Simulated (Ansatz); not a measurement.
CH₆F₂OSi₂, SMILES OC([SiH2]F)[SiH2]F.

Geometry optimised at ωB97X-D3(BJ)/def2-SVP. This is a generated structure with no PubChem entry under its InChIKey; it may be hypothetical. One conformer was computed; it need not be the lowest.

Two levels are set side by side: PBE/def2-SVPD (Ansatz, a quantum-chemistry and plane-wave program) and PBE0/def2-SVPD (Ansatz). Energy differences of separate SCF runs at the same geometry; the states with an electron removed or added have multiplicity 2 and 2. Differences are taken from unrounded values.

| quantity | PBE |
|---|---|
| vertical ionisation energy (eV) | 9.60 |
| vertical singlet–triplet gap (eV) | 4.95 |

Task: These are the PBE values. What does PBE0 give? (An estimate is asked for; the answer gives what the named calculation found.)

Result: 
| quantity | PBE0 | PBE minus PBE0 |
|---|---|---|
| vertical ionisation energy (eV) | 9.96 | -0.37 |
| vertical singlet–triplet gap (eV) | 5.44 | -0.50 |
